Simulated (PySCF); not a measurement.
Exact mass, isotope pattern and composition

Species: `CC(PPP)(C)C`.

Calculated from isotope tables alone.

Question: Molar mass and exact mass?

Answer: For C4H13P3, with standard atomic weights, 4 × 12.011 + 3 × 30.974 + 13 × 1.008 = 154.070 g/mol. From the most abundant isotopes (12C, 31P, 1H), 4 × 12.000000 + 3 × 30.973762 + 13 × 1.007825 = 154.0230 u.

Question: Give the isotope pattern of the molecular ion M+•, merging species of the same nominal mass.

Answer: 
```json
{"nominal mass": "154", "m/z (centroid)": "154.0225", "relative intensity": "100.0"}
{"nominal mass": "155", "m/z (centroid)": "155.0259", "relative intensity": "4.5"}
```

Cut off at 0.1 %. One electron mass, 0.00055 u, is taken off.

Question: Which m/z would the protonated, sodiated and deprotonated molecule have?

Answer: [M+H]+ 155.0303, [M+Na]+ 177.0122, [M−H]− 153.0157, for the monoisotopic species (arithmetic only; whether such ions form is another matter).

Question: What resolving power m/Δm just matches the spacing of the species with one 13C and with one 2H?

Answer: They lie 0.00292 u apart at mass 155.03, so m/Δm is about 53000.

Question: List the species in which a single atom is changed from its most abundant isotope.

Answer: Intensity in % of the monoisotopic species:

```
isotope  mass shift (u)       m/z  intensity (%)
    13C        +1.00335  155.0258           4.33
     2H        +1.00628  155.0287           0.15
```

Species under 0.02 % are left out.

Question: Count the protons, neutrons and electrons of the monoisotopic species, and give its exact less its nominal mass.

Answer: 82 protons, 72 neutrons and 82 electrons; 154.0230 − 154 = +0.0230 u.
